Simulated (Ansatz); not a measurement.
One change: `[CH3][In]([NH2])[NH2]` becomes `[NH2][In]([NH2])[NH2]`.

Ansatz, PBE0-D4/def2-TZVP geometries, multiplicity 1. Each molecule was computed in one conformer, which needn't be the lowest.

Elements past krypton have def2 core potentials.

```csv
property,`[CH3][In]([NH2])[NH2]`
HOMO energy (PBE0/def2-TZVPP) / eV,-6.46
HOMO–LUMO gap (B3LYP/def2-TZVPP) / eV,5.54
zero-point energy (PBE0-D4/def2-TZVP) / kJ/mol,223.2
HOMO energy (PBE/def2-TZVPP) / eV,-5.11
LUMO energy (PBE0/def2-TZVPP) / eV,-0.37
LUMO energy (B3LYP/def2-TZVPP) / eV,-0.69
```

Give the same properties after the change, and the shifts. (An estimate is asked.)

Ansatz gave: 
```json
{"property": "HOMO energy (PBE0/def2-TZVPP) / eV", "`[NH2][In]([NH2])[NH2]`": "-6.77", "shift": "-0.31"}
{"property": "HOMO–LUMO gap (B3LYP/def2-TZVPP) / eV", "`[NH2][In]([NH2])[NH2]`": "5.54", "shift": "0.00"}
{"property": "zero-point energy (PBE0-D4/def2-TZVP) / kJ/mol", "`[NH2][In]([NH2])[NH2]`": "196.3", "shift": "-26.9"}
{"property": "HOMO energy (PBE/def2-TZVPP) / eV", "`[NH2][In]([NH2])[NH2]`": "-5.38", "shift": "-0.27"}
{"property": "LUMO energy (PBE0/def2-TZVPP) / eV", "`[NH2][In]([NH2])[NH2]`": "-0.63", "shift": "-0.26"}
{"property": "LUMO energy (B3LYP/def2-TZVPP) / eV", "`[NH2][In]([NH2])[NH2]`": "-0.98", "shift": "-0.29"}
```

With PBE0 the HOMO falls by 0.31 eV and the LUMO falls by 0.26 eV, so the gap widens by about 0.05 eV. PBE moves the HOMO by -0.27 eV and ωB97M-V by -0.30 eV. The zero-point energy changes by -26.9 kJ/mol with -3 modes.

B3LYP here is the variant with VWN-RPA as its local correlation; programs differ in this.
